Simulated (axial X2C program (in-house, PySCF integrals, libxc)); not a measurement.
# Bond lengths and stretching modes, held linear, of GeCN

Computed with an axial X2C code built on PySCF integrals: two-component X2C with atomic mean-field Coulomb and Gaunt terms, Gaussian nuclei, basis Ge dyall-v3z, C dyall-v3z, N dyall-av3z with contracted cores. Spin-free rows use the one-electron spin-free X2C Hamiltonian.

Masses Ge 73.921, C 12.000, N 14.003 u. States: 2c Ω = 1/2 (beyond evenly filled blocks: ω = 1/2); spin-free M_S = 1/2, Λ = 1 (beyond evenly filled blocks: π+α).

PBE0, spin-free: energies above the lowest point

```csv
r(Ge–C) (Å),r(C–N) (Å),E (meV)
1.8983,1.1320,68.78
1.8983,1.1610,17.32
1.8983,1.1900,61.13
1.9470,1.1320,48.13
1.9470,1.1610,0.00
1.9470,1.1900,47.51
1.9470,1.2191,174.14
1.9957,1.1320,61.11
1.9957,1.1610,15.65
1.9957,1.1900,66.14
2.0444,1.1610,57.81
2.0444,1.2191,243.22
```

**Question.** Fit a quadratic surface with cubic terms in each bond: where is the minimum, and what are the two stretching wavenumbers?

**Answer.** At PBE0, spin-free: bonds 1.947 and 1.160 Å; harmonic stretches 438.6 and 2207.9 cm⁻¹; force constants 2.22, 18.3 and coupling 0.34 mdyn/Å.

The other levels and Hamiltonians give:

```
Hamiltonian  level  r(Ge–C) (Å)  r(C–N) (Å)  lower stretch (cm⁻¹)  upper stretch (cm⁻¹)
         2c   PBE0        1.948       1.160                 437.4                2209.8
         2c     HF        1.976       1.137                 426.5                2225.2
         2c  B3LYP        1.963       1.161                 424.0                2182.5
  spin-free     HF        1.975       1.137                 427.9                2222.3
  spin-free  B3LYP        1.961       1.161                 425.4                2180.4
```

Each state is one determinant, the lowest of a limited PBE0 search; the stretches come from a fit to these few points and carry an uncertainty of a few per cent. Other orders of the atoms were not compared. Left out for rough or failed fits: MP2 2c, MP2 spin-free. The molecule was held linear; bending was not examined, so a bent shape may lie lower. Note: functional without a current term on a determinant with orbital currents, of the molecule or an atom.
